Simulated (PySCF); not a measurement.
A structure optimised at PBE0-D3(BJ)/def2-SVP, used in a PySCF frequency run:

```
O
C 1 1.4009
H 2 1.1039 1 108.07
H 2 1.1067 3 107.15 1 -122.49
H 2 1.1067 3 107.15 4 -115.05
In 1 1.9804 2 122.73 3 -179.67
O 6 1.9874 1 122.63 2 0.18
H 7 0.9652 6 110.95 1 179.97
Cl 6 2.3336 1 117.72 2 -179.86
```

Write its SMILES and formula.

C[O][In]([OH])[Cl], CH4ClInO2

What are its rotational constants (standard atomic weights)?

3.8677, 1.5082, 1.0926 GHz
